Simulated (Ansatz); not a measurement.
Series CXY, Y = fluoro, computed as singlets and as triplets. Isolated molecules, 0 K electronic values unless said otherwise. One relaxed conformer stands for each flexible species; it need not be the lowest. Strings in code marks are SMILES.

Quantity: adiabatic spin-state energy, in kcal/mol. The DFT solution of `[CH]F`, `F[C][SiH3]` and `F[C][AlH2]` is unstable or spin-contaminated; the geometry comes from it. HF references are unrestricted for open shells and restricted for singlets. The restricted reference of `F[C]F`, `F[C]Cl`, `F[C][SiH3]`, `F[C][AlH2]` and `[CH]F` is unstable towards unrestricted orbitals.

Level 1: frozen-core CCSD(T)/cc-pVTZ // PBE0-D3(BJ)/def2-TZVP (Ansatz, a program for electronic structure)
Level 2: frozen-core CCSD(T)/cc-pVDZ // PBE0-D3(BJ)/def2-TZVP (Ansatz)
Level 3: LDA/cc-pVTZ // PBE0-D3(BJ)/def2-TZVP (Ansatz)
Level 4: PBE/cc-pVTZ // PBE0-D3(BJ)/def2-TZVP (Ansatz)

```csv
species,level 1,level 2,level 3,level 4
`F[C]F`: multiplicity 3 minus multiplicity 1,56.5,54.9,55.8,___
`[CH]F`: multiplicity 3 minus multiplicity 1,14.4,___,11.4,9.51
`F[C][SiH3]`: multiplicity 3 minus multiplicity 1,-3.43,-3.40,-3.66,-5.59
`F[C][AlH2]`: multiplicity 3 minus multiplicity 1,___,___,-10.4,-14.4
`F[C]Cl`: multiplicity 3 minus multiplicity 1,35.6,___,35.6,33.2
```

### Question
Some entries are withheld; supply them.

### Answer

- `F[C]F`: multiplicity 3 minus multiplicity 1, level 4: 51.7
- `[CH]F`: multiplicity 3 minus multiplicity 1, level 2: 13.7
- `F[C][AlH2]`: multiplicity 3 minus multiplicity 1, level 1: -14.2
- `F[C][AlH2]`: multiplicity 3 minus multiplicity 1, level 2: -14.6
- `F[C]Cl`: multiplicity 3 minus multiplicity 1, level 2: 35.1
